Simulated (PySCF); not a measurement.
Ligands exchanged one at a time, B SH-H. Gas-phase values, no solvent. One relaxed conformer stands for each flexible species; it need not be the lowest. Strings in code marks are SMILES.

The HOMO–LUMO gap from two functionals at the same geometries (CAM-B3LYP-D3(BJ)/def2-TZVP), both in PySCF: PBE-D3(BJ)/def2-TZVP and CAM-B3LYP-D3(BJ)/def2-TZVP. 

| species | PBE-D3(BJ)/def2-TZVP (eV) |
|---|---|
| 0 of 3 SH replaced by H (`SB(S)S`) | 4.78 |
| 1 of 3 SH replaced by H (`SBS` (H–S–B–S torsion 0°, S–B–S–H torsion 0°)) | 4.66 |
| 2 of 3 SH replaced by H (`BS` (H–B–S–H torsion 0°)) | 5.09 |
| 3 of 3 SH replaced by H (`B`) | 5.44 |

Task: What does CAM-B3LYP-D3(BJ)/def2-TZVP give for each?

Result: 
- 0 of 3 SH replaced by H (`SB(S)S`): 9.21
- 1 of 3 SH replaced by H (`SBS` (H–S–B–S torsion 0°, S–B–S–H torsion 0°)): 9.10
- 2 of 3 SH replaced by H (`BS` (H–B–S–H torsion 0°)): 9.58
- 3 of 3 SH replaced by H (`B`): 10.58
Over these rows, drawn at random from the members with no instability flagged (it was tested for open shells, ions and some series alone), PBE minus CAM-B3LYP-D3(BJ): mean -4.63 eV, from -5.14 eV to -4.43 eV.
